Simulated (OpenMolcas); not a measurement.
Mo IV.

```json
{
 "Program": "OpenMolcas 26.06",
 "Basis": "ANO-RCC-VTZP [7s6p4d2f1g]",
 "Scalar Hamiltonian": "DKH2, point nucleus",
 "Active space": "3 electrons in 9 orbitals (RAS2 4d 5s; RAS3 5p, at most 2 electrons)",
 "State averaging": "2S+1 = 4 even, 20 roots; 2S+1 = 2 even, 65 roots kept (CI in the orbitals of an earlier block); 2S+1 = 4 odd, 30 roots; 2S+1 = 2 odd, 75 roots kept (CI in the orbitals of an earlier block)",
 "Spin-orbit coupling": "RASSI with atomic mean-field integrals over the reference wave functions, term energies averaged over their components"
}
```

Two sets of levels on these reference wave functions, in cm⁻¹ above 4d³ ⁴F_3/2: one from RASSCF and one from MS-RASPT2, IPEA 0.25 Eh, imaginary shift 0.1 Eh (closed shells correlated: 4s 4p).

```json
{"Level": "4d³ ⁴F_3/2", "Set 1": "0.0", "Set 2": "0.0"}
{"Level": "4d³ ⁴F_5/2", "Set 1": "763", "Set 2": "783"}
{"Level": "4d³ ⁴F_7/2", "Set 1": "1744", "Set 2": "1768"}
{"Level": "4d³ ⁴F_9/2", "Set 1": "2880", "Set 2": "2880"}
{"Level": "4d³ ⁴P_1/2", "Set 1": "13220", "Set 2": "10620"}
{"Level": "4d³ ⁴P_3/2", "Set 1": "13260", "Set 2": "10600"}
{"Level": "4d³ ²G_7/2", "Set 1": "14350", "Set 2": "12090"}
{"Level": "4d³ ⁴P_5/2", "Set 1": "14450", "Set 2": "11870"}
{"Level": "4d³ ²G_9/2", "Set 1": "15120", "Set 2": "12850"}
{"Level": "4d³ ²P_1/2", "Set 1": "17900", "Set 2": "14720"}
{"Level": "4d³ ²H_9/2", "Set 1": "19320", "Set 2": "16790"}
{"Level": "4d³ ²H_11/2", "Set 1": "19750", "Set 2": "17180"}
{"Level": "4d³ ²D_5/2(1)", "Set 1": "20940", "Set 2": "17520"}
{"Level": "4d³ ²D_3/2(1) [59 %]", "Set 1": "20980", "Set 2": "17650"}
{"Level": "4d³ ²F_7/2", "Set 1": "31080", "Set 2": "25670"}
{"Level": "4d³ ²F_5/2", "Set 1": "31410", "Set 2": "25990"}
```

Question: Which set is which?

Answer: Set 2 is MS-RASPT2. Its levels of the other terms of 4d³ lie at 0.80 to 0.87 of the other set's values, as expected, since terms of lower spin or lower L gain more correlation energy than the Hund ground term. Against 15 measured levels (Sugar and Musgrove, J. Phys. Chem. Ref. Data 17, 155 (1988)) the mean absolute deviation is 460 cm-1 with it and 3000 cm-1 without; single levels miss by up to 890 cm-1 with it.

CASPT2 breaks the degeneracy within a term, and the mean is taken; among the terms shown or strongly mixed into the levels shown the widest spread is 810 cm-1 (4d³ ⁴F, MS-RASPT2). Terms from blocks run as CI alone lack orbitals of their own. Without dynamic correlation excited terms often stand tens of per cent too high (terms of higher spin than the ground term too low), and those without a measured partner can miss by more than the paired ones (holds for RASSCF). Blocks of more than 70 roots (2S+1 = 2 odd) ran without multistate coupling (holds for MS-RASPT2). The CASPT2 spread within a term exceeds the gap to the next term for 4d³ ²H and 4d³ ²D(1), so the order of their levels is uncertain (holds for MS-RASPT2). Measured partners are found by configuration, term and J. A level has none where our copy of the source lacks it or the pairing is in doubt (some pairs that miss far off the trend of their configuration count as doubtful), and it then counts in no deviation. Levels of configurations outside the active space are missing. The table leaves out levels that lie high or whose names do not pair safely across all columns.

A share in square brackets marks a mixed level and gives the weight of the term that names it, the lowest over the columns. A number in round brackets counts repeated terms of one configuration in the order of the reference energies.
